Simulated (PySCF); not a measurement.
An unknown is described by computed data only.

Formula: C4H9F2N.

| Item | Value |
| --- | --- |
| UV, first state | lowest singlet excitation: 6.20 eV (200 nm, f = 0.022) [TDDFT PBE0/def2-SVPD] |
| Dipole | 2.44 D [PBE0/def2-SVPD] |
| 13C NMR | chemical shifts (computed TMS as zero) by class: 127.0 (1 C), 66.8 (1 C), 47.6 (2 C) ppm [GIAO PBE0/pcSseg-1] |
| NMR, other nuclei | isotropic shieldings of nuclei other than C and H, by class: 227 (1 N), 302 (2 F) ppm [GIAO PBE0/pcSseg-1] |
| Triplet | lowest triplet excitation (Tamm–Dancoff): 6.01 eV [TDA PBE0/def2-SVPD] |
| 1H NMR | chemical shifts (computed TMS as zero) by class: 6.23 (1 H), 2.62 (2 H), 2.27 (6 H) ppm [GIAO PBE0/pcSseg-1] |
| UV, strongest line | among the 6 lowest singlet transitions: S5 at 7.50 eV (165 nm, f = 0.076) [TDDFT PBE0/def2-SVPD] |
| Rotational structure | rotational constants A, B, C: 4.904, 1.557, 1.257 GHz [GFN2-xTB] |

Electronic properties: PySCF, gas phase, density fitting. Levels stand in brackets. Isolated species at its GFN2-xTB geometry (one conformer only). NMR values are class means; diastereotopic atoms form classes of their own.

**Question.** What is the compound? Reason from the data.

**Answer.** Numbering: `[CH3:1][N:2]([CH3:3])[CH2:4][CH:5]([F:6])[F:7]`. Its formula, C4H9F2N, gives 0 degrees of unsaturation, so no ring and no π bond. 4 carbons fall into 3 classes; from least to most shielded: CHF2 carbon [C5] (127.0 ppm), sp3 carbon bound to nitrogen [C4] (66.8 ppm), N-methyl carbon [C1/C3] (47.6 ppm, 2 C, up to 3.7 ppm apart in this geometry). Hydrogen classes from least to most shielded: 1 H on a CHF2 carbon, C5 (6.23 ppm), 2 H on an sp3 carbon bound to nitrogen, C4 (2.62 ppm), 6 H on 2 N-methyl carbons, C1/C3 (2.27 ppm, a mean of values up to 1.1 ppm apart in this geometry). The other shieldings belong to: 227 ppm, tertiary amine nitrogen [N2]; 302 ppm, fluorine of a CF2 group [F6/F7]. The optimised geometry has point group C1 and is an asymmetric top. Structure: `CN(C)CC(F)F`. The assignments are read from this structure; whether some other isomer fits the data as well wasn't checked.

Shape of the structure used: `[CH3:1][N:2]([CH3:3])[CH2:4][CH:5]([F:6])[F:7]`: C1–N2–C4–C5 71°, N2–C4–C5–F6 151°.
